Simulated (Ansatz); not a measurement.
Reaction (ligand exchange at the Al–C bond): `C#[C][Al]([Cl])[Cl]` + CH₃OH → `C[O][Al]([Cl])[Cl]` + acetylene

Isolated molecules relaxed with PBE0-D4/def2-TZVP in Ansatz; ΔE leaves out vibrations. CBS: MP2 limit from def2 TZ/QZ plus the TZ coupled-cluster correction, frozen cores. This one scheme is used for every species. Functionals use def2-TZVPP. Each species was taken in one conformer, which may not be the lowest.

(1) Is it downhill or uphill in electronic energy at CCSD(T)/CBS, and by how much? (Best estimate.)

(2) What do these levels give: PBE0-D4, revPBE, HF/def2-SVP, CCSD(T)/def2-SVP, HF/def2-QZVPP, SCS-MP2/def2-QZVPP? (An estimate is asked.)

Largest T1 diagnostic among the species: 0.013.

## Answers

(1) Ansatz gave: Downhill: ΔE = -17.0 kcal/mol.

(2) The calculation gave: PBE0-D4 -15.9, revPBE -14.4, HF/def2-SVP -17.6, CCSD(T)/def2-SVP -17.7, HF/def2-QZVPP -18.4, SCS-MP2/def2-QZVPP -17.4 kcal/mol.

Leaving LDA and LC-ωPBE aside and taking each functional with its dispersion term where it has one, the values, not all of them listed here, spread over 3.8 kcal/mol, from CAM-B3LYP-D4 to revPBE-D4. LDA lies −2.0 kcal/mol from PBE without D4. In def2-TZVPP, CCSD(T) changes the Hartree–Fock value by +1.2 kcal/mol (the triples alone add +0.5 kcal/mol) and MP2 by +1.1 kcal/mol. At CCSD(T), def2-SVP lies −0.7 kcal/mol from the extrapolated value and def2-TZVPP +0.1 kcal/mol.
